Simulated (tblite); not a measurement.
A tight-binding relaxation on `C=C1[C@@H](C2CC2)CS[Si@@H]1O`.

Computed with GFN2-xTB geometry optimisation, gas phase (tblite 0.8.0). Start geometry: from a force field or distance geometry. The command runs a driver script over a list of jobs; the input below is this job's line of settings and its coordinates in Å.

Command:
```bash
OMP_NUM_THREADS=1 python probes_run.py task.json out
```

Input:
```
{"job": {"kind": "relax", "xc": "GFN2-xTB", "basis": "xTB"}, "charge": 0, "multiplicity": 1}
C      1.502600     1.243000     0.995300
C      1.121200     0.410600     0.004100
C     -0.157600    -0.409500     0.039500
C     -1.322300     0.282900    -0.687300
C     -2.743300     0.026900    -0.226500
C     -2.108400     1.366400     0.006700
C      0.086100    -1.822500    -0.534200
S      1.101600    -1.742700    -2.053300
Si     2.163800     0.009300    -1.480800
O      3.689100    -0.466300    -1.096400
H      2.432400     1.787900     0.970300
H      0.852200     1.413300     1.860700
H     -0.470300    -0.543000     1.096000
H     -1.151000     0.387300    -1.748100
H     -3.511000    -0.028000    -0.997400
H     -2.924300    -0.608300     0.636100
H     -1.846100     1.633100     1.032600
H     -2.435400     2.201200    -0.591800
H      0.639700    -2.422400     0.206900
H     -0.847200    -2.345400    -0.741900
H      2.122900     1.064100    -2.522000
H      3.794800    -1.418400    -0.974600
```

Output:
```
step      E/eV     max force
  0    -820.86085    1.375
  1    -820.92127    1.009
  2    -820.94714    0.336
  3    -820.96299    0.433
  4    -820.98182    0.364
  5    -820.99217    0.234
  6    -821.00282    0.236
  7    -821.01002    0.222
  8    -821.01641    0.221
  9    -821.02158    0.178
... (95 lines left out)
105    -821.06834    0.031
106    -821.06842    0.026
107    -821.06847    0.014
108    -821.06849    0.014
109    -821.06852    0.015
110    -821.06855    0.023
111    -821.06860    0.022
112    -821.06863    0.017
113    -821.06865    0.011
114    -821.06866    0.009
```

«max force» is the largest atomic force in eV/Å.

From which step on does the largest force stay under 0.1 eV/Å, and how much energy is left to gain from there?

From step 15 (0.081 eV/Å), 28.2 meV above the end.

Main results: energy lowered by 4.8 kcal/mol over 114 steps; largest atomic force 0.009 eV/Å at the end.

Where do the atoms end?

0.235 Å rms from the input after alignment:
```
atom  x, y, z in Å
C1     1.5140    1.0694    1.0873
C2     1.0878    0.2954    0.1008
C3    -0.2070   -0.4704    0.1527
C4    -1.2543    0.2556   -0.6691
C5    -2.7071    0.1018   -0.3359
C6    -2.0109    1.4035   -0.0761
C7     0.0188   -1.8781   -0.3985
S8     0.9924   -1.8629   -1.9541
Si9    2.0040   -0.0146   -1.5168
O10    3.6170   -0.1446   -1.4167
H11    2.4359    1.6205    1.0073
H12    0.9651    1.1909    2.0093
H13   -0.5613   -0.5577    1.1860
H14   -0.9957    0.3252   -1.7192
H15   -3.4180    0.0492   -1.1461
H16   -2.9737   -0.5100    0.5131
H17   -1.8037    1.6724    0.9488
H18   -2.2425    2.2491   -0.7053
H19    0.5713   -2.4900    0.3156
H20   -0.9251   -2.3685   -0.6309
H21    1.8302    0.9572   -2.5782
H22    4.0526   -0.8739   -0.9805
```

Estimate the wall time. Hardware: one thread of an Arm Neoverse N1, no GPU, shared host with 64 logical CPUs at a one-minute load of 62.

About 2.2 s.
Labels such as C1 count atoms from 1, the log's own numbers from 0.
